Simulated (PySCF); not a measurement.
**RuO₄: calculation against measurement**

Isolated RuO₄, optimised in PySCF with density fitting and no spin–orbit coupling; def2 sets carry scalar-relativistic core potentials from Rb on. All levels below give a singlet of Td symmetry: PBE/def2-TZVP Ru–O 1.694 Å (×4); PBE0/def2-SVP Ru–O 1.664 Å (×4).

Formally Ru is in oxidation state +8, d0. The polar-tensor charge on Ru, 1.72, is far below the formal one.

Measured fundamentals (Shimanouchi, Tables of Molecular Vibrational Frequencies (1972), as compiled in the NIST Chemistry WebBook) beside computed harmonic wavenumbers, in cm⁻¹:

```csv
mode as compiled,computed symmetry,measured,rating (A best; medium not stated),PBE/def2-TZVP,PBE0/def2-SVP
a1 sym str,a1,885,C,934,1007
e deg deform,e,322,C,328,351
f2 deg str,t2,921,C,958,1023
f2 deg deform,t2,336,C,353,373
```

Task: How close does each level come?

Result: Mean absolute differences: PBE/def2-TZVP 4.1 %, PBE0/def2-SVP 11.2 %. The mean ratio of measured to computed values at PBE/def2-TZVP is 0.960. Harmonic values should lie a little above fundamentals.
